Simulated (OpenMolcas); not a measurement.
A calculation on Cr III.

```yaml
Program: OpenMolcas
Method: RASSCF
Basis: ANO-RCC-VTZP [6s5p3d2f1g]
Scalar_Hamiltonian: DKH2, point nucleus
Active_space: 4 electrons in 9 orbitals (RAS2 3d 4s; RAS3 4p, at most 2 electrons)
State_averaging: 2S+1 = 5 even, 15 roots; 2S+1 = 3 even, 90 roots kept (CI in the orbitals of an earlier block); 2S+1 = 1 even, 84 roots kept (CI in the orbitals of an earlier block); 2S+1 = 5 odd, 30 roots (21 in the spin-orbit step); 2S+1 = 3 odd, 65 roots kept (CI in the orbitals of an earlier block, 5 in the spin-orbit step); 2S+1 = 1 odd, 33 roots kept (CI in the orbitals of an earlier block, 0 in the spin-orbit step)
Spin-orbit_coupling: state interaction with AMFI integrals over the reference wave functions, term energies averaged over their components
```

(1) Which level of the active space comes out lowest?

(2) How high does 3d⁴ ³P₁(1) lie?

(3) How high does 3d⁴ ⁵D₁ lie?

(4) How high does 3d⁴ ³P₂(1) lie?

Measured values: Sugar and Corliss, J. Phys. Chem. Ref. Data 6, 317 (1977).

## Answers

(1) 3d⁴ ⁵D₀, with 100 % of that term; it is also the measured ground level.

(2) 22972 cm⁻¹ above the lowest level; measured 17169 cm⁻¹ above the ground level, so the calculation is off by +34 %.

(3) 69.8 cm⁻¹ above the lowest level; measured 62.2 cm⁻¹ above the ground level, so the calculation is off by +12 %.

(4) 23743 cm⁻¹ above the lowest level; measured 17851 cm⁻¹ above the ground level, so the calculation is off by +33 %.

Some high roots are left out of the spin-orbit mixing, which shifts the levels that they would mix with. Without dynamic correlation excited terms often stand tens of per cent too high (terms of higher spin than the ground term too low), and those without a measured partner can miss by more than the paired ones. Terms from blocks run as CI alone lack orbitals of their own. Measured partners are found by configuration, term and J. A level has none where our copy of the source lacks it or the pairing is in doubt (some pairs that miss far off the trend of their configuration count as doubtful), and it then counts in no deviation. Only configurations of the active space appear.

A number in round brackets counts repeated terms of one configuration in the order of the reference energies.
